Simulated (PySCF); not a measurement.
Computed properties of CH₆AlBO₄, SMILES OB(O)[CH2][Al]([OH])[OH]

CH6AlBO4, SMILES [Al]([OH])([CH2]B(O)O)[OH]. Geometry optimised at PBE0-D3(BJ)/def2-SVP. The structure was generated by enumeration; whether it is a known compound was not checked. One conformer was computed; it need not be the lowest. All values are computed for the isolated molecule unless a solvent is named; none is compared with measurement here.

**Structure.** All 33 harmonic modes at PBE0-D3(BJ)/def2-SVP (PySCF) are real, so it is a minimum. With heavy atoms numbered as in [B:1]([OH:2])([OH:3])[CH2:4][Al:5]([OH:6])[OH:7], the shortest bond between them is B1–O3 at 1.364 Å and the longest C4–Al5 at 1.927 Å.

**Vibrations.** The strongest infrared lines (harmonic, unscaled, degenerate partners summed) lie at 3677 cm⁻¹ (388 km/mol, H 94 %), 1468 cm⁻¹ (342 km/mol, B 67 %, O 19 %, H 12 %), 1396 cm⁻¹ (327 km/mol, B 42 %, H 35 %, O 13 %, C 9 %). The softest mode is at 46 cm⁻¹ and the zero-point energy is 56.6 kcal/mol.

**Electronic structure.** M06-2X/def2-TZVP (PySCF) places the frontier levels at -9.58 and 0.14 eV, a gap of 9.72 eV, and gives a dipole moment of 2.05 D and a mean polarisability of 59.7 bohr³. PBE/def2-TZVP (PySCF) at the same geometry gives -6.91 and -1.20 eV, so its gap is 4.01 eV narrower. An orbital gap is neither the optical nor the fundamental gap.

**Excitations.** TDA-CAM-B3LYP/def2-SVPD (PySCF) has S1 at 6.88 eV (180 nm, f = 0.147, bright); the most intense of the 6 singlets computed lies at 6.88 eV (f = 0.15). T1 (TDA) is at 6.27 eV, 0.61 eV under S1. TDA-PBE/def2-SVPD (PySCF) puts S1 at 5.75 eV. No vertical singlet excitation falls in the visible range (under 3.1 eV).

**NMR.** GIAO shifts at KT2/pcSseg-1 (PySCF) (non-relativistic, atoms alike by connectivity averaged): ¹³C at -8.9 ppm against TMS; ¹H from 0.0 to 5.4 ppm against TMS; ¹¹B at 16.8 ppm against BF3.
